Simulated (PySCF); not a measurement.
# MgBi: frontier orbitals

PBE0 at R = 2.972 Å; PySCF, scalar-relativistic core potentials, basis sets Mg cc-pVDZ, Bi cc-pVDZ-PP with ECP60. State: ⁴Σ⁻ (quartet), unpaired electrons σ ↑, π ↑↑. Only the outer orbitals are listed, counted within each symmetry, core potentials removing the inner ones.

| spin | orbital | occ. | ε (eV) | on Mg (%) | main shells (%) |
| --- | --- | --- | --- | --- | --- |
| α | 7σ | 1 | -16.26 | 2 | 98 Bi s |
| α | 8σ | 1 | -7.08 | 47 | 52 Bi p, 46 Mg s |
| α | 4π | 1 | -5.98 | 4 | 96 Bi p |
| α | 4π | 1 | -5.98 | 4 | 96 Bi p |
| α | 9σ | 1 | -4.75 | 68 | 45 Mg s, 32 Bi p, 22 Mg p |
| α | 5π | 0 | -0.98 | 97 | 96 Mg p |
| α | 5π | 0 | -0.98 | 97 | 96 Mg p |
| α | 10σ | 0 | 0.16 | 102 | 90 Mg p, 10 Mg s |
| β | 7σ | 1 | -14.32 | 4 | 96 Bi s |
| β | 8σ | 1 | -6.09 | 60 | 56 Mg s, 38 Bi p |
| β | 4π | 0 | -2.64 | 15 | 85 Bi p, 14 Mg p |
| β | 4π | 0 | -2.64 | 15 | 85 Bi p, 14 Mg p |
| β | 9σ | 0 | -2.23 | 62 | 44 Mg s, 38 Bi p, 18 Mg p |

Which are the highest filled and the lowest empty level, where do they sit, and how wide is the gap?

Highest filled α 9σ at -4.75 eV (in %: 45 Mg s, 32 Bi p, 22 Mg p); lowest empty β 4π at -2.64 eV (in %: 85 Bi p, 14 Mg p); the gap at PBE0 is 2.11 eV.

* bond order (Mayer): 0.89
* ⟨S²⟩: 3.766
* charge on Mg (Mulliken, basis-dependent): 0.12
* charge on Mg (Löwdin, basis-dependent): 0.08
* dipole moment (positive dipole means Mg(−)Bi(+)): -0.84 D
* polarisability along the bond: 169.8 bohr³
* polarisability across the bond: 80.4 bohr³

Shares are Mulliken populations and can fall outside 0 to 100 %.

Spin–orbit coupling is left out, which matters for elements this heavy, above all for dissociation energies. The state was picked by a PBE0 search and need not be the measured ground state.
